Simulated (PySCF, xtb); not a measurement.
C3H11ClSi2, SMILES C[Si](C)(Cl)C[SiH3]. One conformer was computed; it need not be the lowest.

Harmonic wavenumbers (cm⁻¹) from GFN2-xTB (xtb) at its own minimum, in rising order: 35, 93, 99, 106, 127, 142, 154, 184, 193, 241, 433, 492, 515, 650, 688, 712, 749, 782, 788, 793, 797, 807, 827, 843, 863, 1027, 1144, 1375, 1378, 1452, 1480, 1480, 1483, 1485, 2236, 2243, 2279, 2973, 2985, 3037, 3039, 3041, 3043, 3047, 3049.

What does PBE0-D3(BJ)/def2-SVP (PySCF) give at its own minimum? (An estimate is asked for; the answer gives what the named calculation found.)

44, 101, 132, 157, 169, 175, 185, 216, 229, 279, 483, 495, 560, 672, 686, 695, 712, 762, 768, 820, 840, 857, 934, 943, 953, 1010, 1077, 1263, 1268, 1370, 1419, 1423, 1427, 1435, 2221, 2226, 2252, 3056, 3057, 3062, 3130, 3160, 3161, 3172, 3173. Paired by order, the mean absolute difference is 53 cm⁻¹ and the zero-point energies are 79.2 and 80.4 kcal/mol.
